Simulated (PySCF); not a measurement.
Compound: C₄H₈BF₂N.
SMILES with atom numbers: `[CH3:1]/[N:2]=[CH:3]\[CH2:4][CH2:5][B:6]([F:7])[F:8]` (hydrogens: H9, H10, H11 on C1; H12 on C3; H13, H14 on C4; H15, H16 on C5)

Geometry (PBE0-D3(BJ)/def2-SVP, Å), atoms numbered from 1 in this order:
```xyz
16
C4H8BF2N angstrom
C     -2.6006   -0.6909   -0.0098
N     -2.1671    0.5038   -0.6894
C     -0.9310    0.7812   -0.7037
C      0.1822   -0.0067   -0.0667
C      1.5576    0.6238   -0.2302
B      2.7247   -0.1245    0.4857
F      3.9621    0.3347    0.4596
F      2.5335   -1.2479    1.1547
H     -3.6980   -0.7510   -0.0119
H     -2.2590   -0.7321    1.0415
H     -2.2142   -1.6019   -0.5033
H     -0.6350    1.7002   -1.2409
H      0.1785   -1.0305   -0.4841
H     -0.0510   -0.1503    1.0043
H      1.8269    0.7122   -1.2992
H      1.5626    1.6676    0.1343
```

Computed with PySCF at PBE0/pcSseg-1 and wB97X-D/def2-SVPD, non-relativistic, on one gas-phase PBE0-D3(BJ)/def2-SVP geometry that isn't relaxed in the solvent. The solvent is an IEF-PCM continuum (van der Waals radii × 1.2). Only the electrostatic response of the medium enters.

Gas phase at PBE0/pcSseg-1: HOMO -7.04 eV, LUMO -0.39 eV, dipole 0.63 D.

Problem. What does the continuum do to the energy, the frontier levels and the dipole at PBE0/pcSseg-1 in cyclohexane and methanol?

Solution. 
```
    solvent      ε  E(solvent) − E(gas) (kJ/mol)  polarisation term (kJ/mol)  distortion of the solute (kJ/mol)  HOMO (eV)  LUMO (eV)  dipole (D)
cyclohexane  2.017                        -10.45                      -11.07                               0.62      -7.04      -0.30        0.77
   methanol  32.61                        -26.68                      -31.01                               4.33      -7.11      -0.22        1.06
```

The polarisation term is half the interaction of the solute with the surface charges that it induces; the rest is the cost of distorting the solute's density. The sum is the electrostatic part of solvation alone. From cyclohexane to methanol the lowering changes by a factor 2.55, Onsager's factor (ε − 1)/(2ε + 1) by 2.36 and ε itself by 16.2.

Problem. Give the dipole vector in the frame of the coordinates (D, pointing from negative to positive charge), gas and methanol.

Solution. Gas (0.46, -0.40, 0.16), solvent (0.88, -0.52, 0.26). Its length changes by +69 % and its direction by 10°.

Problem. Which Hirshfeld charges (PBE0/pcSseg-1) respond most in cyclohexane (means over atoms taken as equivalent)?

Solution. 
```csv
atoms,environment,gas (e),solvent (e),change
N2,imine nitrogen,-0.164,-0.179,-0.015
F7/F8,boron-bound fluorine,-0.138,-0.141,-0.003
H15/H16,methylene hydrogen,+0.052,+0.055,+0.003
H13/H14,methylene hydrogen,+0.045,+0.047,+0.002
B6,three-coordinate boron,+0.324,+0.326,+0.002
H12,hydrogen on a C=N carbon,+0.041,+0.043,+0.002
C1,N-methyl carbon,-0.073,-0.074,-0.001
C3,imine carbon,+0.041,+0.043,+0.002
```

Gas phase at wB97X-D/def2-SVPD: HOMO -9.01 eV, LUMO 1.34 eV, dipole 0.61 D.

Problem. What does the continuum do to the energy, the frontier levels and the dipole at wB97X-D/def2-SVPD in cyclohexane?

Solution. 
| solvent | ε | E(solvent) − E(gas) (kJ/mol) | polarisation term (kJ/mol) | distortion of the solute (kJ/mol) | HOMO (eV) | LUMO (eV) | dipole (D) |
| --- | --- | --- | --- | --- | --- | --- | --- |
| cyclohexane | 2.017 | -10.51 | -11.25 | 0.74 | -9.01 | 1.43 | 0.78 |

Problem. How does the static polarisability (wB97X-D/def2-SVPD, frozen core, with the continuum's full static response) change?

Solution. 
```json
{"medium": "gas", "isotropic (au)": "69.5", "principal values (au)": "53.7, 66.4, 88.4", "⟨r²⟩ of the electrons (bohr²)": "1530.4"}
{"medium": "cyclohexane", "isotropic (au)": "76.7", "principal values (au)": "59.6, 74.0, 96.4", "⟨r²⟩ of the electrons (bohr²)": "1531.3"}
```

The isotropic value in cyclohexane is 1.10 times the gas-phase one; no cavity-field correction is applied. ⟨r²⟩ is taken about the centre of nuclear charge.

wB97X-D is run here without its empirical dispersion term; that term would change no orbital, density or response property at a fixed geometry.
